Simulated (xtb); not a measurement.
CH3Te (SMILES C[Te]), doublet, geometry from GFN2-xTB, atoms displaced at random by about 0.06 Å a coordinate; GFN2-xTB (xtb).

Here is a job for xtb.
```
$ xtb mol.xyz --gfn 2 --chrg 0 --uhf 1 --opt --json

# file mol.xyz
5

C     -1.87211055    -0.11898065     0.00559981
Te     0.30406903     0.06576016     0.02135040
H     -2.02814304    -0.74949183    -0.59775079
H     -2.16333499    -0.30050469     1.05487714
H     -2.19387626     1.00740781    -0.31735155
```

Task: Predict the main parts of the log of this xtb run.

Result: 
```
   ID    Z sym.   atoms
    1    6 C      1
    2   52 Te     2
    3    1 H      3-5

           -------------------------------------------------
          |                Calculation Setup                |
           -------------------------------------------------

           -------------------------------------------------
          |                 G F N 2 - x T B                 |
           -------------------------------------------------

          ...................................................
          :                      SETUP                      :
          :.................................................:
          :  # basis functions                  17          :
          :  # atomic orbitals                  16          :
          :  # shells                            8          :
          :  # electrons                        13          :
          :  max. iterations                   250          :
          :  Hamiltonian                  GFN2-xTB          :
          :  restarted?                      false          :
          :  GBSA solvation                  false          :
          :  PC potential                    false          :
          :  electronic temp.          300.0000000     K    :
          :  accuracy                    1.0000000          :
          :  -> integral cutoff          0.2500000E+02      :
          :  -> integral neglect         0.1000000E-07      :
          :  -> SCF convergence          0.1000000E-05 Eh   :
          :  -> wf. convergence          0.1000000E-03 e    :
          :  Broyden damping             0.4000000          :
          :  net charge                          0          :
          :  unpaired electrons                  1          :
          ...................................................

 iter      E             dE          RMSdq      gap      omega  full diag
   1     -6.7527451 -0.675275E+01  0.121E+01    4.39       0.0  T
   2     -6.7568840 -0.413886E-02  0.546E+00    4.67       1.0  T
   3     -6.7551682  0.171584E-02  0.630E+00    4.45       1.0  T
   4     -6.7462651  0.890304E-02  0.807E+00    4.32       1.0  T
   5     -6.7579988 -0.117337E-01  0.226E+00    4.63       1.0  T
   6     -6.7583291 -0.330269E-03  0.161E+00    4.66       1.0  T
   7     -6.7583133  0.157692E-04  0.176E+00    4.63       1.0  T
   8     -6.7582667  0.466358E-04  0.216E-01    4.66       1.0  T
   9     -6.7582694 -0.271667E-05  0.351E-01    4.66       1.0  T
[...]
         :: total energy              -6.656134118487 Eh    ::
 * total energy  :    -6.6561341 Eh     change        0.1758593E-12 Eh
 * total energy  :    -6.6994329 Eh     change       -0.4329876E-01 Eh
 * total energy  :    -6.7014962 Eh     change       -0.2063342E-02 Eh
 * total energy  :    -6.7008150 Eh     change        0.6812050E-03 Eh
 * total energy  :    -6.7023579 Eh     change       -0.1542898E-02 Eh
 * total energy  :    -6.7023179 Eh     change        0.4000620E-04 Eh
 * total energy  :    -6.7024265 Eh     change       -0.1086360E-03 Eh
 * total energy  :    -6.7024215 Eh     change        0.5048165E-05 Eh
 * total energy  :    -6.7024383 Eh     change       -0.1679964E-04 Eh
 * total energy  :    -6.7024384 Eh     change       -0.1415630E-06 Eh
   *** GEOMETRY OPTIMIZATION CONVERGED AFTER 10 ITERATIONS ***
         :: total energy              -6.702438433393 Eh    ::
[...]
        15                          0.2316464               6.3034
        16                          0.3625326               9.8650
      -------------------------------------------------------------
                  HL-Gap            0.1755605 Eh            4.7772 eV
             Fermi-level           -0.3080810 Eh           -8.3833 eV

     #   Z          covCN         q      C6AA      α(0)
     1   6 C        3.669    -0.115    22.970     6.871
     2  52 Te       0.893     0.026   426.362    38.483
     3   1 H        0.926     0.029     2.595     2.519
     4   1 H        0.926     0.029     2.594     2.519
     5   1 H        0.926     0.029     2.595     2.519

 Mol. C6AA /au·bohr⁶  :        908.696569
 Mol. C8AA /au·bohr⁸  :      62434.825567
 Mol. α(0) /au        :         52.911208

Wiberg/Mayer (AO) data.
largest (>0.10) Wiberg bond orders for each atom

 ---------------------------------------------------------------------------
     #   Z sym  total        # sym  WBO       # sym  WBO       # sym  WBO
 ---------------------------------------------------------------------------
     1   6 C    3.982 --     5 H    0.999     3 H    0.999     4 H    0.999
                             2 Te   0.986
     2  52 Te   0.965 --     1 C    0.986
     3   1 H    0.992 --     1 C    0.999
     4   1 H    0.992 --     1 C    0.999
     5   1 H    0.992 --     1 C    0.999
 ---------------------------------------------------------------------------

Topologies differ in total number of bonds
Writing topology from bond orders to xtbtopo.mol

molecular dipole:
                 x           y           z       tot (Debye)
 q only:        0.047       0.002       0.000
   full:       -0.463      -0.022      -0.004       1.177
molecular quadrupole (traceless):
                xx          xy          yy          xz          yz          zz
 q only:       -0.005       0.007       0.003       0.006       0.000       0.002
  q+dip:       -0.798      -0.136       0.394      -0.070      -0.002       0.404
   full:        1.233       0.013      -0.620      -0.046      -0.002      -0.613

optimized geometry written to: xtbopt.xyz

           -------------------------------------------------
          | TOTAL ENERGY               -6.702438433393 Eh   |
          | GRADIENT NORM               0.000248806614 Eh/α |
          | HOMO-LUMO GAP               4.777243464535 eV   |
           -------------------------------------------------

normal termination of xtb
```
